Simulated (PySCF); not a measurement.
## Computed properties of CH4O2Si, SMILES [Si](OC)O

Si(OH)(OMe) (CH₄O₂Si), SMILES O(C)[Si]O (connectivity only; charge and spin as stated), neutral, multiplicity 1. The structure is a stationary point at r2SCAN-D4/def2-SVP. One conformer was computed; it need not be the lowest. All values are computed for the isolated molecule unless a solvent is named; none is compared with measurement here.

**Structure.** The optimised structure has Cs symmetry. All 18 harmonic modes at r2SCAN-D4/def2-SVP (PySCF) are real, so it is a minimum. With heavy atoms numbered as in [Si:1]([OH:2])[O:4][CH3:5], the shortest bond between them is O4–C5 at 1.412 Å and the longest Si1–O4 at 1.683 Å.

**Vibrations.** The strongest infrared lines (harmonic, unscaled, degenerate partners summed) lie at 799 cm⁻¹ (239 km/mol, H 44 %, O 33 %, Si 22 %), 1130 cm⁻¹ (188 km/mol, O 45 %, C 37 %, H 17 %), 527 cm⁻¹ (149 km/mol, H 87 %, O 11 %). The softest mode is at 126 cm⁻¹ and the zero-point energy is 35.2 kcal/mol.

**Electronic structure.** CAM-B3LYP/def2-TZVPD (PySCF) places the frontier levels at -8.54 and -0.25 eV, a gap of 8.29 eV, and gives a dipole moment of 2.09 D and a mean polarisability of 52.3 bohr³.

**Excitations.** TDA-B3LYP/def2-SVPD (PySCF) has S1 at 5.20 eV (239 nm, f = 0.123, bright); the most intense of the 10 singlets computed lies at 7.49 eV (f = 0.36). T1 (TDA) is at 3.22 eV, 1.98 eV under S1. No vertical singlet excitation falls in the visible range (under 3.1 eV).

**NMR.** GIAO shifts at PBE0/pcSseg-1 (PySCF) (non-relativistic, atoms alike by connectivity averaged): ¹³C at 53.3 ppm against TMS; ¹H from 4.1 to 5.4 ppm against TMS; ²⁹Si at 94.7 ppm against TMS.
